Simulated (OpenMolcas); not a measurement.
An atom or ion with 52 electrons was computed by SS-RASPT2, IPEA 0.25 Eh, imaginary shift 0.1 Eh with spin-orbit coupling (OpenMolcas, ANO-RCC-VQZP, DKH2). The lowest levels that the run gave, each within 12 % of the measured value where one is at hand:

```
J  Parity  E (cm⁻¹)      g
2    even       0.0  1.450
0    even      8480       
1    even      8900  1.501
2    even     16740  1.052
0    even     38340       
0     odd    108970       
1     odd    109230  1.487
2     odd    109280  1.455
3     odd    109440  1.465
4     odd    110380  1.481
2     odd    116130  1.076
3     odd    119640  1.314
```

Problem. Which ion is it, and what are the configurations and terms?

Solution. Xe III (Z = 54, charge +2; active space 4 electrons in 9 orbitals (RAS2 5p; RAS3 5d 6s, at most 1 electron)). J, parity and g give the terms where levels are pure, and mixed ones are named by the computed weights; the size of the splittings, set against known spectra of the 52-electron sequence, gives the charge. In order, with the measured energies in cm⁻¹ (Saloman, J. Phys. Chem. Ref. Data 33, 765 (2004)): 5s² 5p⁴ ³P₂, 5s² 5p⁴ ³P₀ (8130), 5s² 5p⁴ ³P₁ (9794), 5s² 5p⁴ ¹D₂ (17099), 5s² 5p⁴ ¹S₀ (36103), 5s² 5p³ 5d ⁵D°₀ (112694), 5s² 5p³ 5d ⁵D°₁ (112450), 5s² 5p³ 5d ⁵D°₂ (111856), 5s² 5p³ 5d ⁵D°₃ (111605), 5s² 5p³ 5d ⁵D°₄ (112272), 5s² 5p³ 5d ³D°₂(1) [61 %], 5s² 5p³ 5d ³D°₃(1).

Term energies are means over components that CASPT2 splits; among the terms shown or strongly mixed into the levels shown the widest spread is 310 cm-1 (5s² 5p³ 5d ³F°(1)). Over all roots computed the reference weight is 0.84 to 0.92; the roots of lowest weight are the least certain, and an intruder state may touch them. ANO sets are built for valence states and can reach diffuse excited orbitals poorly, and with the s shell closed the s pⁿ⁺¹ terms that mix with these levels are absent. With the s shell closed, the reference lacks s² → p² mixing. Measured partners are found by configuration, term and J. A level has none where our copy of the source lacks it or the pairing is in doubt (some pairs that miss far off the trend of their configuration count as doubtful), and it then counts in no deviation. Levels of configurations outside the active space are missing.

A share in square brackets marks a mixed level and gives the weight of the term that names it. A number in round brackets counts repeated terms of one configuration in the order of the reference energies. ° marks odd parity.
